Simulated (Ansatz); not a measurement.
Frontier orbitals of Cl$_{3}$FHf, SMILES `[F][Hf]([Cl])([Cl])[Cl]`.

```xyz
5

F     0.597    1.405   -1.223
Hf    0.023    0.054   -0.047
Cl   -2.101    0.588    0.732
Cl   -0.034   -1.967   -1.194
Cl    1.514   -0.079    1.731
```

The species carries charge 0 and has multiplicity 1. Correlated methods include outer-core shells of Hf, which these sets cover unevenly. Hf: def2 effective core potential. Geometry: relaxed with PBE0-D4/def2-TZVP. Basis def2-TZVPP, Ansatz 0.2.0.

```json
{"functional": "PBE", "HOMO (eV)": "-8.30", "LUMO (eV)": "-2.69", "gap (eV)": "5.61"}
{"functional": "PBE0", "HOMO (eV)": "-9.70", "LUMO (eV)": "-1.88", "gap (eV)": "7.82"}
{"functional": "BHLYP", "HOMO (eV)": "-10.94", "LUMO (eV)": "-0.88", "gap (eV)": "10.06"}
{"functional": "ωB97M-V", "HOMO (eV)": "-11.90", "LUMO (eV)": "0.26", "gap (eV)": "12.16"}
```

From PBE to PBE0 the HOMO moves by −1.41 eV and the LUMO by +0.81 eV, and with ωB97M-V by −3.61 and +2.95 eV, so the gap grows from 5.61 to 12.16 eV with exact exchange. A positive LUMO is unbound and depends on the basis.
